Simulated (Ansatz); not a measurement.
Calculated with Ansatz (gas phase, PBE0-D4/def2-TZVP geometries, no zero-point term in ΔE). CCSD(T)/CBS adds triple-zeta CCSD(T) − MP2 to the extrapolated MP2 energy (def2 sets, frozen cores). Each species was taken in one conformer, which may not be the lowest.

`BN([SiH3])[SiH3]` + `O[Si](O)(Cl)Cl` → `O[Si](Cl)(Cl)O[SiH3]` + `BN[SiH3]`  (ligand exchange at the Si–N bond)

`BN([SiH3])[SiH3]`:

Z-matrix (Å, degrees):
```
Si
N 1 1.751
H 1 1.486 2 109.8
H 1 1.481 2 108.6 3 120.7
H 1 1.486 2 109.8 3 -118.7
Si 2 1.756 1 120.4 3 59.2
B 2 1.409 1 122.4 3 -120.9
H 6 1.483 2 110.5 1 -119.3
H 6 1.487 2 107.5 1 -0.1
H 6 1.483 2 110.5 1 119.2
H 7 1.198 2 120.6 1 0.0
H 7 1.203 2 119.0 1 -180.0
```

`O[Si](O)(Cl)Cl`:

```xyz
7

O    -0.200    1.334    0.406
Si    0.017   -0.250    0.134
O     1.178   -0.440   -0.972
Cl    0.631   -1.237    1.793
Cl   -1.754   -1.069   -0.471
H    -0.971    1.611    0.904
H     1.098    0.050   -1.793
```

`O[Si](Cl)(Cl)O[SiH3]`:

Z-matrix (Å, degrees):
```
Si
Cl 1 2.039
Cl 1 2.039 2 107.2
O 1 1.616 2 111.0 3 121.4
O 1 1.597 2 110.4 3 -120.2
H 4 0.958 1 118.4 2 -59.1
Si 5 1.645 1 148.9 2 60.9
H 7 1.483 5 109.4 1 -62.6
H 7 1.481 5 107.4 1 177.7
H 7 1.483 5 109.5 1 57.9
```

`BN[SiH3]`:

```xyz
9

B    -0.637   -0.873   -1.123
N    -0.555    0.227   -0.263
Si    0.691    0.535    0.919
H     0.216   -1.713   -1.074
H    -1.553   -0.958   -1.890
H    -1.294    0.913   -0.334
H     1.374    1.824    0.629
H     1.657   -0.585    0.854
H     0.101    0.631    2.281
```

```
               species  CCSD(T)/CBS(def2) energy (Eh)
    `BN([SiH3])[SiH3]`                     -662.52490
      `O[Si](O)(Cl)Cl`                    -1360.40718
`O[Si](Cl)(Cl)O[SiH3]`                    -1650.72755
            `BN[SiH3]`                     -372.22946
```

Work out ΔE.

ΔE = (-1650.72755) + (-372.22946) − (-662.52490) − (-1360.40718) = -0.02493 Eh = -65.5 kJ/mol.

Largest T1 diagnostic among the species: 0.013.

In def2-TZVPP, CCSD(T) changes the Hartree–Fock value by +18.1 kJ/mol (the triples alone add +2.9 kJ/mol) and MP2 by +19.1 kJ/mol. The D4 term adds +3.0 kJ/mol with B3LYP and +1.2 kJ/mol with PBE0; it sums over pairs of atoms, weighted by their polarisabilities, and B3LYP, whose exchange is more repulsive, gets the larger term.

B3LYP here is the variant with VWN-RPA as its local correlation; programs differ in this.
